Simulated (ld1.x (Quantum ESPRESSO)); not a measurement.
# indium (In): excitation energies, all-electron against ultrasoft

ld1.x (Quantum ESPRESSO) 7.5 input, shortened:

```
&input
   title='In', zed=49., rel=2, dft='PZ', iswitch=3,
   config='[Kr] 4d10 5s2 5p1', rel_dist='average'
 /
 &inputp
   pseudotype=3, tm=.true., lloc=-1, rcloc=3.00,
   nlcc=.true., new_core_ps=.true., rcore=1.15,
   which_augfun='PSQ', rmatch_augfun=1.40
 /
6
5S  1  0   2.00   0.00  1.75  2.05  0.0
5S  1  0   0.00   4.05  1.75  2.05  0.0
5P  2  1   1.00   0.00  2.60  3.20  0.0
5P  2  1   0.00   0.50  2.60  3.20  0.0
4D  3  2  10.00   0.00  1.35  1.75  0.0
4D  3  2   0.00  -1.05  1.35  1.75  0.0
 &test
   configts(1)='4d10 5s2 5p1'
 /
```

Open shells are filled in proportion to 2j + 1 (rel_dist='average').

Energies are relative to the spin-unpolarised reference configuration 4d10 5s2 5p1; without spin polarisation the order of configurations can differ from experiment.

Question: Give the all-electron excitation energy and the error of the potential for: 4d10 5s2 5p0; 4d10 5s1 5p0; 4d10 5s0 5p0; 4d10 5s1 5p1; 4d10 5s2 5p1.3; 4d9 5s2 5p2; 4d10 5s1 5p2.

Answer:

```csv
valence configuration,charge,ΔE all-electron (eV),error AE − PS (meV)
4d10 5s2 5p0,+1,5.606,-0.2
4d10 5s1 5p0,+2,25.267,-7.0
4d10 5s0 5p0,+3,54.007,-42
4d10 5s1 5p1,+1,12.287,-2.5
4d10 5s2 5p1.3,-0.3,-0.585,0.0
4d9 5s2 5p2,0,18.181,-36
4d10 5s1 5p2,0,5.925,-1.4
```

Levels in the configuration 4d10 5s2 5p1.3:

```tsv
level	all-electron (eV)	pseudo (eV)
4d j=3/2	-17.399	-17.399
4d j=5/2	-16.533	-16.533
5s j=1/2	-6.773	-6.773
5p j=1/2	-1.406	-1.406
5p j=3/2	-1.127	-1.127
```
